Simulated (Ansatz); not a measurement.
C2H6F2Si, SMILES C[SiH2]C(F)F.

Coordinates come from a B3LYP-D3(BJ)/def2-SVP optimisation. Other conformers were not sampled.

Two levels are set side by side: PBE/def2-SVPD (Ansatz, a first-principles code) and PBE0/def2-SVPD (Ansatz). Energy differences of separate SCF runs at the same geometry; the states with an electron removed or added have multiplicity 2 and 2. Differences are taken from unrounded values.

| quantity | PBE |
|---|---|
| vertical ionisation energy (eV) | 10.38 |
| vertical singlet–triplet gap (eV) | 6.79 |

Task: These are the PBE values. What does PBE0 give? (An estimate is asked for; the answer gives what the named calculation found.)

Result: 
| quantity | PBE0 | PBE minus PBE0 |
|---|---|---|
| vertical ionisation energy (eV) | 10.85 | -0.47 |
| vertical singlet–triplet gap (eV) | 7.41 | -0.62 |
